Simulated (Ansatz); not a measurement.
Reaction (substitution at a C–I bond): `Ic1cccc2ccccc12` + HCl → `Clc1cccc2ccccc12` + HI

Calculated with Ansatz (gas phase, PBE0-D4/def2-TZVP geometries, no zero-point term in ΔE). CCSD(T)/CBS is the MP2 limit (def2-TZVPP, def2-QZVPP) plus CCSD(T) − MP2 in def2-TZVPP, frozen cores. This one scheme is used for every species. Elements past krypton have def2 core potentials. For I outer-core shells are correlated without core-valence functions, which leaves a few kJ/mol of doubt a bond.

```json
{"level": "MP2/def2-SVP", "ΔE (kJ/mol)": "7.4"}
{"level": "CCSD(T)/def2-TZVPP", "ΔE (kJ/mol)": "15.8"}
```

Question: What does CCSD(T)/CBS give? (Estimate.)

Answer: Ansatz gave: +17.5 kJ/mol. The listed levels differ from it by -10.1, -1.7 kJ/mol.

Largest T1 diagnostic among the species: 0.010.

Leaving LDA and LC-ωPBE aside and taking each functional with its dispersion term where it has one, the values, not all of them listed here, spread over 7.8 kJ/mol, from CAM-B3LYP-D4 to PBE-QIDH. LDA lies −3.0 kJ/mol from PBE without D4. The D4 term adds +6.7 kJ/mol with B3LYP and +3.7 kJ/mol with PBE0; it sums over pairs of atoms, weighted by their polarisabilities, and B3LYP, whose exchange is more repulsive, gets the larger term.

B3LYP here is the variant with VWN-RPA as its local correlation; programs differ in this.
